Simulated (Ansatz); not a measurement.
Cartesian coordinates in Å:
```
C 0.1774 2.7058 1.5125
C 0.6748 1.3437 1.0288
Al -0.5316 0.3762 -0.1818
N -2.0517 1.1678 -0.6443
C -0.1283 -1.4255 -0.8782
C 1.2400 -1.4764 -1.5590
C -0.2071 -2.4744 0.2334
H -0.7663 2.6196 2.0589
H 0.8909 3.1980 2.1811
H -0.0014 3.3890 0.6770
H 1.6444 1.4562 0.5255
H 0.8896 0.6954 1.8888
H -2.7453 0.7758 -1.2603
H -2.3496 2.0761 -0.3267
H -0.8921 -1.6703 -1.6285
H 2.0440 -1.2051 -0.8661
H 1.4676 -2.4850 -1.9274
H 1.3072 -0.7971 -2.4143
H -1.1991 -2.5231 0.6929
H 0.5124 -2.2684 1.0337
H 0.0241 -3.4782 -0.1459
```

The species carries charge 0 and has multiplicity 1.

List the PBE/def2-TZVPP orbital energies in eV (Ansatz). (Best estimate.)

Ansatz gave: Occupied: -1505.30, -379.46, -268.51, -268.51, -268.49, -268.26, -268.11, -105.66, -67.77, -67.55, -67.51, -20.16, -18.97, -18.20, -16.60, -14.62, -13.73, -11.43, -10.79, -10.58, -10.40, -10.05, -9.56, -9.45, -9.03, -8.68, -7.99, -7.93, -7.80, -6.64, -5.86, -5.49. Lowest empty: -0.52, -0.44, 0.37, 0.81, 1.44, 1.64, 1.82, 1.96.
